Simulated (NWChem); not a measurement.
**Atomisation of H$_{2}$Be**

SMILES: [BeH2]
```xyz
3

Be     0.0000     0.0000     0.0000
H      0.0000     0.0000     1.3390
H      0.0000     0.0000    -1.3390
```
Charge 0, spin multiplicity 1.

All runs are NWChem calculations. The geometry was optimised at PBE0/def2-SVP, a minimum by its harmonic frequencies.

Basis set: def2-TZVP. The atomisation energy is electronic alone: no zero-point, thermal, spin-orbit or counterpoise terms. No value is extrapolated to the basis-set limit. Free atoms are single determinants with multiplicities Be 1, H 2. Correlated methods freeze the same cores in atoms and molecule, 1 orbitals in all.

The correlated methods keep 1 core orbital frozen. B3LYP has NWChem's definition, with VWN1-RPA local correlation. The structure started from a generated list of species. No SCF solution was tested for a lower state. No row is a measurement; the coupled-cluster row has its own basis-set and correlation limits.

| method | atomisation energy (kcal/mol) |
|---|---|
| B3LYP | 153.3 |
| LDA (SVWN5) | 158.5 |
| MP2 | ___ |
| PBE | ___ |
| BP86 | 152.3 |
| PBE0 | 146.7 |
| LC-wPBE (omega 0.3 per bohr) | 147.6 |
| CCSD(T) | ___ |
| HF | 123.8 |
| TPSS | 156.7 |

Q: Fill in the missing entries.

A: 
- MP2, atomisation energy (kcal/mol): 139.5
- PBE, atomisation energy (kcal/mol): 146.1
- CCSD(T), atomisation energy (kcal/mol): 137.9
